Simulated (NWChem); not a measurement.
System: C₂H₄Cl₂; SMILES ClC(C)Cl

All runs: NWChem. Medium grid unless said otherwise, to which SCAN and Minnesota functionals are sensitive. Structure relaxed at the PBE0/def2-SVP level. Hybrids' shares of exact exchange are those that their runs print; pure functionals count as 0. The functionals differ in more than this share.

```
row                                     share of exact exchange  highest occupied level (eV)
--------------------------------------  -----------------------  ---------------------------
LDA (Slater exchange, VWN5)/def2-TZVPD                     0.00                        -7.40
PBE/def2-TZVPD                                             0.00                        -7.29
B3LYP/def2-TZVPD                                           0.20                        -8.42
PBE0/def2-TZVPD                                            0.25                        -8.68
M06-2X/def2-TZVPD                                          0.54                     withheld
Hartree-Fock/def2-TZVPD                                    1.00                       -11.98
```

Problem. Fit a straight line of the last column on the one before it, predict the withheld value, and compare with the run.

Solution. 
1. Means of the 5 shown rows: x = 0.290, y = -8.754. Slope Σ(x − x̄)(y − ȳ)/Σ(x − x̄)² = -3.141/0.6820 = -4.605; intercept -7.419.
2. The shown rows scatter about the line by 0.086 (root mean square); the largest residual is +0.13, at PBE/def2-TZVPD.
3. At x = 0.54 (M06-2X/def2-TZVPD; inside the shown range) the line gives -9.91.
4. The run gives -10.03, -0.12 from the line, 1.4 times the scatter.
